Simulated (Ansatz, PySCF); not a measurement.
**Lu(NO2)3 in two programs**

Lu(NO2)3 (singlet in the valence; each metal's 4f electrons, 14 of them, lie in its core potential, out of spins and levels), relaxed with PySCF 2.14.0, RKS B3LYP, Lu lcecp-1-SVP with ECP60, O def2-SVP, N def2-SVP; non-relativistic Hamiltonian with scalar-relativistic core potentials where named; density fitting; no spin-orbit coupling:

```xyz
10

Lu    0.0000    0.0000    0.0000
O     2.0405    0.1675    1.0352
O     2.0405   -0.1675   -1.0352
N     2.7471    0.0000    0.0000
O    -1.1653    1.6834    1.0352
O    -0.8752    1.8509   -1.0352
N    -1.3735    2.3790    0.0000
O    -0.8752   -1.8509    1.0352
O    -1.1653   -1.6834   -1.0352
N    -1.3736   -2.3790    0.0000
```

There the HOMO–LUMO gap is 4.94 eV. The 4f levels lie in the core potential and are missing.

The same geometry by Ansatz 0.2.0 (PBE, PAW with the 4f shell of lanthanides and the 5f shell of actinides in the valence, a periodic box with 9 Å of vacuum):

```tsv
spin-orbit coupling	gap (eV)	largest force component (eV/Å)
without	2.81	0.86
```

Problem. What does the run with spin-orbit coupling give?

Solution. gap (eV): 2.79, largest force component (eV/Å): 0.85. It took 38 s on 4 threads of Arm Neoverse N1, on a shared host, peak memory 3.2 GiB.

The spin-orbit runs use fully relativistic datasets of their own, so changes of a few hundredths of an eV needn't come from the coupling.

An lcecp potential fixes the number of 4f electrons, so in runs with it no electron can move into or out of that shell.

The two programs differ in functional, so their gaps don't test each other.
